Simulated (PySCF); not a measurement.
Electronic structure of Os (osmium, neutral) at the PBE0 level

Configuration: [Xe] 4f14 5d7 6s1, high-spin 5F determinant (an excited configuration). Computed with PySCF 2.14 in def2-TZVPPD with the def2 core potential (60 electrons), with scalar relativity through the core potential.

```json
{"Total energy": "-90.5359 hartree", "One-electron energy": "-156.1024 hartree", "Hartree (Coulomb) energy": "75.0932 hartree", "Exchange-correlation energy": "-9.5267 hartree", "⟨S²⟩": "6.0018", "⟨L²⟩": "12.023", "Sum of ⟨r⟩": "25.64 bohr", "Sum of ⟨r²⟩": "52.74 bohr²", "Traceless quadrupole moment −½Σ⟨3z² − r²⟩ along its main axis": "-0.00194 e·bohr²"}
```

```json
{"shell": "5s α", "electrons": "1", "mean orbital energy (hartree)": "-3.46907", "spread (hartree)": "0", "rms radius, mean of both spins (bohr)": "1.09"}
{"shell": "5s β", "electrons": "1", "mean orbital energy (hartree)": "-3.39285", "spread (hartree)": "0", "rms radius, mean of both spins (bohr)": "1.09"}
{"shell": "5p α", "electrons": "3", "mean orbital energy (hartree)": "-1.90294", "spread (hartree)": "0", "rms radius, mean of both spins (bohr)": "1.28"}
{"shell": "5p β", "electrons": "3", "mean orbital energy (hartree)": "-1.80365", "spread (hartree)": "0", "rms radius, mean of both spins (bohr)": "1.28"}
{"shell": "5d α", "electrons": "5", "mean orbital energy (hartree)": "-0.25045", "spread (hartree)": "0.02890", "rms radius, mean of both spins (bohr)": "2.07"}
{"shell": "6s α", "electrons": "1", "mean orbital energy (hartree)": "-0.24052", "spread (hartree)": "0", "rms radius, mean of both spins (bohr)": "3.28"}
{"shell": "5d β", "electrons": "2", "mean orbital energy (hartree)": "-0.18054", "spread (hartree)": "0", "rms radius, mean of both spins (bohr)": "2.07"}
```

Energies and moments cover only the electrons outside the core potential. Spin-orbit coupling, absent here, splits the open shell strongly.
